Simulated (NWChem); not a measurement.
All runs are NWChem calculations. System: C4H8Si, charge 0, spin multiplicity 1, at a geometry optimised with PBE0/def2-SVP. The structure started from a generated list of species. Level: PBE/def2-SVP.

Job file:

```
start mol
memory heap 200 mb stack 800 mb global 1000 mb
geometry units angstroms nocenter noautoz
  C      0.528238    -3.035260     0.000000
  C     -0.279454    -1.965038     0.000000
  C      0.194242    -0.589863     0.000000
  C     -0.603180     0.497578     0.000000
  Si     0.026641     2.252736     0.000000
  H      1.617293    -2.924619     0.000000
  H      0.130930    -4.053001     0.000000
  H     -1.366759    -2.108270     0.000000
  H      1.285438    -0.461850     0.000000
  H     -1.689180     0.327978     0.000000
  H     -0.455814     2.998743    -1.205000
  H      1.521849     2.239476     0.000000
  H     -0.455814     2.998743     1.205000
  symmetry group Cs
end
basis spherical
  * library def2-svp
end
dft
  xc xpbe96 cpbe96
  semidirect memsize 60000000 filesize 0
  iterations 100
end
task dft energy
```

NWChem printed:

```
             Northwest Computational Chemistry Package (NWChem) 7.3.0
             --------------------------------------------------------

                                NWChem Input Module
                                -------------------

 Scaling coordinates for geometry "geometry" by  1.889725989
 (inverse scale =  0.529177249)

 Turning off AUTOSYM since
 SYMMETRY directive was detected!

                             Geometry "geometry" -> ""
                             -------------------------

 Output coordinates in angstroms (scale by  1.889725989 to convert to a.u.)

  No.       Tag          Charge          X              Y              Z
 ---- ---------------- ---------- -------------- -------------- --------------
    1 C                    6.0000     0.52823800    -3.03526000     0.00000000
    2 C                    6.0000    -0.27945400    -1.96503800     0.00000000
    3 C                    6.0000     0.19424200    -0.58986300     0.00000000
    4 C                    6.0000    -0.60318000     0.49757800     0.00000000
    5 Si                  14.0000     0.02664100     2.25273600     0.00000000
    6 H                    1.0000     1.61729300    -2.92461900     0.00000000
    7 H                    1.0000     0.13093000    -4.05300100     0.00000000
    8 H                    1.0000    -1.36675900    -2.10827000     0.00000000
    9 H                    1.0000     1.28543800    -0.46185000     0.00000000
   10 H                    1.0000    -1.68918000     0.32797800     0.00000000
   11 H                    1.0000    -0.45581400     2.99874300    -1.20500000
   12 H                    1.0000     1.52184900     2.23947600     0.00000000
   13 H                    1.0000    -0.45581400     2.99874300     1.20500000

 Effective nuclear repulsion energy (a.u.)     191.2625128284

            Nuclear Dipole moment (a.u.)
            ----------------------------
        X                 Y               Z
 ---------------- ---------------- ----------------
    -0.0000132281     0.0000113384     0.0000000000

      Symmetry information
      --------------------
[...]
              MO Center= -5.3D-02, -1.0D+00, -1.6D-15, r^2= 4.7D+00
   Bfn.  Coefficient  Atom+Function         Bfn.  Coefficient  Atom+Function
  ----- ------------  ---------------      ----- ------------  ---------------
     6      0.345812   1 C  pz               48     -0.341849   4 C  pz
     9      0.251856   1 C  pz               51     -0.248649   4 C  pz
    20      0.233354   2 C  pz               34     -0.233766   3 C  pz
    37     -0.157176   3 C  pz               23      0.154564   2 C  pz
   101     -0.101127  11 H  s               111      0.101127  13 H  s

 Vector   24  Occ=0.000000D+00  E=-7.779754D-02  Symmetry=a"
              MO Center= -1.5D-02, -1.0D+00, -1.3D-16, r^2= 4.8D+00
   Bfn.  Coefficient  Atom+Function         Bfn.  Coefficient  Atom+Function
  ----- ------------  ---------------      ----- ------------  ---------------
     9      0.405724   1 C  pz               51      0.378331   4 C  pz
     6      0.364236   1 C  pz               48      0.342498   4 C  pz
    37     -0.302733   3 C  pz               34     -0.292445   3 C  pz
    23     -0.249449   2 C  pz               20     -0.226756   2 C  pz
   101      0.177345  11 H  s               111     -0.177345  13 H  s

 Vector   25  Occ=0.000000D+00  E= 2.138649D-02  Symmetry=a'
              MO Center=  1.6D-01,  2.2D+00,  1.4D-14, r^2= 4.4D+00
   Bfn.  Coefficient  Atom+Function         Bfn.  Coefficient  Atom+Function
  ----- ------------  ---------------      ----- ------------  ---------------
    45      1.323703   4 C  s                68      1.182242   5 Si py
    67      0.754288   5 Si px              106     -0.600285  12 H  s
    91     -0.479006   9 H  s                50      0.379610   4 C  py
    35      0.303658   3 C  px               96     -0.265077  10 H  s
   101     -0.264234  11 H  s               111     -0.264234  13 H  s

 Vector   26  Occ=0.000000D+00  E= 2.167089D-02  Symmetry=a"
              MO Center= -9.2D-03, -1.3D+00, -5.0D-15, r^2= 4.0D+00
   Bfn.  Coefficient  Atom+Function         Bfn.  Coefficient  Atom+Function
  ----- ------------  ---------------      ----- ------------  ---------------
    23      0.676886   2 C  pz               37     -0.603502   3 C  pz
     9     -0.466992   1 C  pz               20      0.430144   2 C  pz
    34     -0.385080   3 C  pz               51      0.318263   4 C  pz
    69      0.253082   5 Si pz                6     -0.246727   1 C  pz
   101      0.222226  11 H  s               111     -0.222226  13 H  s

 center of mass
 --------------
 x =  -0.01313126 y =   0.02075812 z =   0.00000000

 moments of inertia (a.u.)
 ------------------
        1293.045611790085          67.193746005195           0.000000000000
          67.193746005195          85.265236318074           0.000000000000
           0.000000000000           0.000000000000        1357.407450381347

     Multipole analysis of the density
     ---------------------------------

     L   x y z        total         alpha         beta         nuclear
     -   - - -        -----         -----         ----         -------
     0   0 0 0     -0.000000    -23.000000    -23.000000     46.000000

     1   1 0 0     -0.047314     -0.023650     -0.023650     -0.000013
     1   0 1 0     -0.390570     -0.195291     -0.195291      0.000011
     1   0 0 1      0.000000      0.000000      0.000000      0.000000

     2   2 0 0    -28.053436    -43.131069    -43.131069     58.208702
     2   1 1 0     -0.160639     19.249221     19.249221    -38.659081
     2   1 0 1     -0.000000     -0.000000     -0.000000      0.000000
     2   0 2 0    -28.976743   -381.971841   -381.971841    734.966940
     2   0 1 1     -0.000000     -0.000000     -0.000000      0.000000
     2   0 0 2    -31.809765    -21.090157    -21.090157     10.370549

 Task  times  cpu:       10.4s     wall:       10.4s

 Total times  cpu:       10.4s     wall:       10.4s
```
